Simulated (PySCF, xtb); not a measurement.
C4H9B, SMILES CCBC=C. The values are those of a single conformer.

Harmonic wavenumbers (cm⁻¹) from GFN2-xTB (xtb) at its own minimum, in rising order: 48, 119, 164, 203, 296, 392, 531, 660, 773, 809, 911, 926, 954, 991, 1031, 1038, 1098, 1195, 1222, 1284, 1317, 1414, 1423, 1465, 1507, 1513, 1654, 2604, 2911, 2972, 2999, 3015, 3031, 3050, 3075, 3097.

Task: What does PySCF 2.14.0 with PBE0-D3(BJ)/def2-SVP give at its own minimum? (An estimate is asked for; the answer gives what the named calculation found.)

Result: 77, 124, 199, 269, 294, 443, 538, 627, 756, 873, 929, 967, 994, 1013, 1029, 1062, 1113, 1233, 1252, 1305, 1337, 1385, 1407, 1436, 1475, 1481, 1685, 2560, 2999, 3050, 3059, 3135, 3143, 3145, 3157, 3257. Paired by order, the mean absolute difference is 44 cm⁻¹ and the zero-point energies are 73.9 and 75.5 kcal/mol.
